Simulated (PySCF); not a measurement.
# HgH and its ions

r²SCAN; PySCF, scalar-relativistic core potentials, basis sets Hg def2-SVPD with ECP60, H def2-SVPD. Neutral (UKS): doublet (σ ↑), Re = 1.796 Å, ωe = 1215 cm⁻¹, De = 0.56 eV, HOMO -5.21 eV, LUMO -2.90 eV.

HgH⁺ (UKS): singlet (closed shell), Re = 1.598 Å, ωe = 2050 cm⁻¹, De = 2.79 eV to Hg⁺ + H. The energies at the minima are -154.09921 hartree for HgH and -153.80144 for HgH⁺.

Q: Work out the adiabatic ionisation energy, without and with harmonic zero-point energies (1 hartree = 27.2114 eV, 1 eV = 8065.5 cm⁻¹), and the change of the bond length.

A: At r²SCAN: 0.29777 hartree = 8.103 eV between the minima; the zero-point term (2050.0 − 1215.0)/2 cm⁻¹ = +0.052 eV makes it 8.154 eV. Re changes by -19.8 pm against the neutral. The electron leaves a σ orbital, and the shorter bond of the ion fits an antibonding orbital, or a change in how ionic the bond is.

Spin–orbit coupling is left out. For an ion De counts to the pair picked by the measured ionisation energies or electron affinities, which need not be the lowest pair at this level. States were picked by a PBE0 search and need not be the measured ground states.
